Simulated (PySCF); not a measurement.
**Core binding energy against partial charge**

Species: C3H6OSi.
Atom-mapped SMILES: `[CH3:1][Si@H:2]1[CH:3]=[CH:4][O:5]1`

Binding energies: PySCF 2.14.0, delta-SCF UKS SCAN, pcX-2 on the ionised atom, pcseg-1 elsewhere, spin-free X2C. Charges: PBE0/pcSseg-1 ground-state density, for the ionised atom.

```
atom                    environment  C 1s (eV)  Mulliken (e)  IAO (e)  Hirshfeld (e)  ESP (e)
  C3               alkene CH carbon     289.36        -0.488   -0.551         -0.210   -0.841
  C1               Si-methyl carbon     290.52        -0.639   -0.734         -0.205   -0.740
  C4  vinylic carbon bearing oxygen     291.97        +0.194   +0.085         +0.035   +0.259
```

Q: How well does each charge scheme correlate with the binding energies over these sites?

A: ESP: r = 0.93, slope 2.0 eV per e; Hirshfeld: r = 0.90, slope 8.5 eV per e; Mulliken: r = 0.81, slope 2.4 eV per e; IAO: r = 0.78, slope 2.4 eV per e. On 3 points no scheme stands out.

Q: The point-charge model writes a binding energy as kq + V + constant, with V the potential of the other atoms' charges at the site. What does it give with the Mulliken charges?

A: V = Σ 14.40 eV Å × q/r over all other atoms: +5.95 eV at C3, +9.25 eV at C1, -4.37 eV at C4. Fitting binding energy − V to q gives k = 18.4 eV per e and leaves an rms residual of 0.26 eV, against 0.63 eV for the fit on q alone. The model has no term for differences in relaxation between sites.

Spin contamination (⟨S²⟩ against 0.75 for a pure doublet) is marked for C 1s of C4 (0.86), which makes this value less certain. Geometry: GFN2-xTB; no solvent, vibrations or thermal averaging.
